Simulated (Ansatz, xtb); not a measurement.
C3H9Si: which of two isomers lies lower

Structure I: `CC[SiH]C`, a doublet. Structure II: `C[Si](C)C`, a doublet. Both are isolated molecules in the gas phase, relaxed with PBE0-D3(BJ)/def2-SVP; each stands in its lowest conformer found.

I (Å):

```xyz
13

C    -1.4205   -1.6514    0.4289
C    -0.6766   -0.9098   -0.6824
C    -1.5198    1.9455    0.2984
Si   -1.4585    0.7491   -1.1597
H    -0.9399   -2.6151    0.6644
H    -2.4633   -1.8654    0.1453
H    -1.4493   -1.0661    1.3616
H     0.3703   -0.7218   -0.3867
H    -0.6237   -1.5324   -1.5918
H    -2.8444    0.5250   -1.6984
H    -2.1278    1.5307    1.1205
H    -1.9650    2.9073    0.0025
H    -0.5093    2.1429    0.6885
```

II (Å):

```xyz
13

C    -0.1817   -2.4281   -2.4921
C    -0.6326    0.5520   -1.7679
C     2.2425   -0.6032   -1.8585
Si    0.5170   -0.6789   -2.6212
H     0.4685   -3.1582   -2.9983
H    -0.2687   -2.7297   -1.4331
H    -1.1830   -2.4945   -2.9449
H    -0.7276    0.3083   -0.6947
H    -0.2489    1.5807   -1.8474
H    -1.6410    0.5310   -2.2089
H     2.9317   -1.3034   -2.3550
H     2.2011   -0.8714   -0.7878
H     2.6715    0.4077   -1.9365
```

Energies in hartree; the thermal terms are from PBE0-D3(BJ)/def2-SVP harmonic frequencies (ideal gas, rigid rotor, one conformer each, 298.15 K, 1 atm) and include the zero-point energy:

```
                              I           II
E, CCSD(T)/def2-SVP  −408.172563  −408.186172
    E, MP2/def2-SVP  −408.093848  −408.108764
  E, MP2/def2-TZVPP  −408.445052  −408.464765
  zero-point energy     0.109737     0.109502
       H(298 K) − E     0.117582     0.117867
       G(298 K) − E     0.078876     0.079565
```

Problem. Correct the CCSD(T) difference for the basis set by the MP2 change, then work out ΔE, ΔE₀, ΔH and ΔG for I → II in kcal/mol (1 Eh = 627.51 kcal/mol) and the equilibrium ratio [II]/[I].

Solution. 1. Differences II − I: CCSD(T) −0.013609, MP2 in the small set −0.014916, MP2 in the large set −0.019713 Eh.
2. ΔE = −0.013609 + (−0.019713 − (−0.014916)) = −0.018406 Eh = −11.55 kcal/mol.
3. ΔE₀ = ΔE + ΔZPE = −0.018406 + (−0.000235) Eh = −11.70 kcal/mol.
4. ΔH = ΔE + (+0.000285) Eh = −11.37 kcal/mol.
5. ΔG = ΔE + (+0.000689) Eh = −11.12 kcal/mol, so ΔS = (ΔH − ΔG)/T = −3.6 J/(mol K).
6. kT = 0.9442 mEh, so K = [II]/[I] = exp(−ΔG/kT) = exp(+18.76) ≈ 1.4 × 10^8.

Structure II is favoured at this temperature. An error of 1 kcal/mol in ΔG would change K by a factor of 5.4. The basis-set step is large, which makes the value less sure. GFN2-xTB gave ΔE the other sign. Mirror images and further conformers aren't counted.

As drawn, II has 1 C–Si, 1 C–H in place of 1 C–C, 1 Si–H.

Other levels gave ΔE = +2.9 (GFN2-xTB); −12.6 (HF/STO-3G, GFN2-xTB geometries); −11.1 (r2SCAN-D4/def2-SVP, GFN2-xTB geometries); −10.3 (PBE0-D3(BJ)/def2-SVP); −9.5 (HF/def2-SVP); −9.4 (MP2/def2-SVP); −8.5 (CCSD(T)/def2-SVP) kcal/mol. Open shells are spin-unrestricted. The correlated steps freeze 8 core orbitals. Programs: Ansatz 0.2.0, xtb 6.7.1.
